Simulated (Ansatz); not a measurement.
The cluster Y₂O₃⁻. The state is a doublet with charge -1. Geometry PBE-D4/def2-SVPD; atoms count from 1.

```xyz
5

Y    -0.595    1.209   -0.318
Y     0.595   -1.209    0.318
O     0.382   -0.209   -1.508
O     0.990    0.742    0.965
O    -1.373   -0.533    0.542
```

In the def2 sets Y takes a core potential; there is no spin–orbit coupling. The highest occupied level of the charge -1 doublet lies above zero (up to 0.37 eV). The electron is either unbound and held by the finite basis, or the level is raised by self-interaction error. The structure comes from a short search, and lower isomers may exist.

(1) Estimate the Mulliken populations from the PBE0/def2-TZVPD orbitals of Ansatz.

(2) Where does the spin sit?

(3) And the Mayer bond orders between heavy atoms (over 0.3)?

Answers

(1) 
| atom | charge (e) | spin (α − β) | d electrons |
| --- | --- | --- | --- |
| Y1 | 1.02 | 0.52 | 1.30 |
| Y2 | 1.02 | 0.52 | 1.30 |
| O3 | -1.01 | -0.01 | – |
| O4 | -1.01 | -0.01 | – |
| O5 | -1.01 | -0.01 | – |
Mulliken values depend strongly on the basis. With diffuse functions, as here, like atoms can get unlike values, and bond orders can come out too low or too high.

(2) Summed by element: Y 1.04, O -0.04, of 1 unpaired in all. Largest on single atoms: Y1 0.52, Y2 0.52, O3 -0.01.

(3) Y1–Y2 0.75 (2.77 Å); Y1–O3 0.78 (2.09 Å); Y1–O4 0.78 (2.09 Å); Y1–O5 0.78 (2.09 Å); Y2–O3 0.78 (2.09 Å); Y2–O4 0.78 (2.09 Å); Y2–O5 0.78 (2.09 Å).
